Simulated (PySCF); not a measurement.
C5H12S2, SMILES C(CSC)CSC.

The structure is a stationary point at PBE0-D3(BJ)/def2-SVP. Other conformers were not sampled.

All values below come from PBE/def2-SVP (PySCF).

Symmetry labels are those of the subgroup C2v that the program uses (full group C2v).

**Question.** List the valence orbital energies around the gap with their symmetry. (An estimate is asked for; the answer gives what the named calculation found.)

**Answer.** 
| orbital | symmetry | energy (eV) |
|---|---|---|
| HOMO−7 | A1 | -9.55 |
| HOMO−6 | A1 | -8.98 |
| HOMO−5 | B1 | -8.16 |
| HOMO−4 | B2 | -8.15 |
| HOMO−3 | A1 | -7.49 |
| HOMO−2 | B1 | -7.39 |
| HOMO−1 | B2 | -4.95 |
| HOMO | A2 | -4.83 |
| LUMO | A1 | 0.08 |
| LUMO+1 | B1 | 0.63 |
| LUMO+2 | A1 | 0.81 |
| LUMO+3 | B1 | 1.26 |
